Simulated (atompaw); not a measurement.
## Sc (Z = 21) PAW (atompaw): all-electron and pseudo phase curves

| Property | Result |
| --- | --- |
| Element | Sc |
| Generator | atompaw 4.2.0.5 |
| Type | PAW |
| Functional | PBE |
| Relativity | scalar-relativistic |
| Frozen core | [Ne] |
| Valence charge | 11 |
| Reference configuration | 3s2 3p6 3d1 4s2 4p0 |
| Partial waves | 3s (bound): rc 1.75 bohr; 4s (bound): rc 2.50 bohr; 3p (bound): rc 1.65 bohr; 4p (bound, empty): rc 1.65 bohr; 3d (bound): rc 2.50 bohr; 3d channel at 2.95 Ry: rc 2.50 bohr |
| Local potential | troulliermartins scheme with l = 3 at -0.5 Ry, radius 2.50 bohr |
| Core correction | smooth core density matched at 2.45 bohr |
| Augmentation charge | besselshape compensation charge, radius 1.90 bohr; PAW radius 2.50 bohr; waves and projectors: custom rrkj gramschmidtortho |

The phase is arctan(r·u′/u) with u = r·R(r), unwrapped; energies in Ry, scanned from -6 to 5 Ry. A pole is an energy at which the radial function vanishes at the test radius. The pseudo phase is shifted by a multiple of π to meet the all-electron one at the reference energy, and phase errors are pseudo minus all-electron; the curves can meet again beyond the range given. Levels narrower than the energy grid can be missing from the lists of poles.

| channel | radius (bohr) | reference energy (Ry) | poles, all-electron | poles, pseudo | unbroken range about the reference energy with phases within 0.05 rad | phase error 1 Ry above the reference energy (rad) |
| --- | --- | --- | --- | --- | --- | --- |
| s | 2.51 | -0.31 | -3.98, 3.14 | -3.99, 2.47 | below 2.0 | -0.034 |
| p | 2.51 | -0.11 | -2.35, 4.06 | -2.35, 3.96 | the whole range | -0.001 |
| d | 2.51 | -0.24 | 0.18 | 0.18 | the whole range | +0.006 |

Phases in the p channel:

```json
{"E (Ry)": "-6.00", "all-electron": "1.396", "pseudo": "1.396"}
{"E (Ry)": "-5.76", "all-electron": "1.392", "pseudo": "1.392"}
{"E (Ry)": "-5.52", "all-electron": "1.387", "pseudo": "1.387"}
{"E (Ry)": "-5.28", "all-electron": "1.381", "pseudo": "1.381"}
{"E (Ry)": "-5.04", "all-electron": "1.376", "pseudo": "1.376"}
{"E (Ry)": "-4.80", "all-electron": "1.369", "pseudo": "1.369"}
{"E (Ry)": "-4.56", "all-electron": "1.362", "pseudo": "1.362"}
{"E (Ry)": "-4.32", "all-electron": "1.353", "pseudo": "1.353"}
{"E (Ry)": "-4.08", "all-electron": "1.343", "pseudo": "1.343"}
{"E (Ry)": "-3.84", "all-electron": "1.330", "pseudo": "1.330"}
{"E (Ry)": "-3.60", "all-electron": "1.314", "pseudo": "1.314"}
{"E (Ry)": "-3.36", "all-electron": "1.292", "pseudo": "1.292"}
{"E (Ry)": "-3.12", "all-electron": "1.255", "pseudo": "1.255"}
{"E (Ry)": "-2.88", "all-electron": "1.173", "pseudo": "1.173"}
{"E (Ry)": "-2.64", "all-electron": "0.710", "pseudo": "0.710"}
{"E (Ry)": "-2.40", "all-electron": "-1.501", "pseudo": "-1.501"}
{"E (Ry)": "-2.16", "all-electron": "-1.698", "pseudo": "-1.698"}
{"E (Ry)": "-1.92", "all-electron": "-1.761", "pseudo": "-1.761"}
{"E (Ry)": "-1.68", "all-electron": "-1.800", "pseudo": "-1.800"}
{"E (Ry)": "-1.44", "all-electron": "-1.832", "pseudo": "-1.832"}
{"E (Ry)": "-1.20", "all-electron": "-1.864", "pseudo": "-1.864"}
{"E (Ry)": "-0.96", "all-electron": "-1.898", "pseudo": "-1.898"}
{"E (Ry)": "-0.72", "all-electron": "-1.938", "pseudo": "-1.938"}
{"E (Ry)": "-0.48", "all-electron": "-1.987", "pseudo": "-1.987"}
{"E (Ry)": "-0.24", "all-electron": "-2.051", "pseudo": "-2.051"}
{"E (Ry)": "0.00", "all-electron": "-2.138", "pseudo": "-2.138"}
{"E (Ry)": "0.24", "all-electron": "-2.266", "pseudo": "-2.266"}
{"E (Ry)": "0.48", "all-electron": "-2.464", "pseudo": "-2.464"}
{"E (Ry)": "0.72", "all-electron": "-2.779", "pseudo": "-2.780"}
{"E (Ry)": "0.96", "all-electron": "-3.229", "pseudo": "-3.230"}
{"E (Ry)": "1.20", "all-electron": "-3.686", "pseudo": "-3.687"}
{"E (Ry)": "1.44", "all-electron": "-4.013", "pseudo": "-4.015"}
{"E (Ry)": "1.68", "all-electron": "-4.219", "pseudo": "-4.221"}
{"E (Ry)": "1.92", "all-electron": "-4.351", "pseudo": "-4.353"}
{"E (Ry)": "2.16", "all-electron": "-4.441", "pseudo": "-4.443"}
{"E (Ry)": "2.40", "all-electron": "-4.506", "pseudo": "-4.508"}
{"E (Ry)": "2.64", "all-electron": "-4.555", "pseudo": "-4.558"}
{"E (Ry)": "2.88", "all-electron": "-4.593", "pseudo": "-4.597"}
{"E (Ry)": "3.12", "all-electron": "-4.625", "pseudo": "-4.629"}
{"E (Ry)": "3.36", "all-electron": "-4.652", "pseudo": "-4.656"}
{"E (Ry)": "3.60", "all-electron": "-4.675", "pseudo": "-4.680"}
{"E (Ry)": "3.84", "all-electron": "-4.695", "pseudo": "-4.702"}
{"E (Ry)": "4.08", "all-electron": "-4.714", "pseudo": "-4.722"}
{"E (Ry)": "4.32", "all-electron": "-4.731", "pseudo": "-4.741"}
{"E (Ry)": "4.56", "all-electron": "-4.748", "pseudo": "-4.760"}
{"E (Ry)": "4.80", "all-electron": "-4.764", "pseudo": "-4.780"}
```
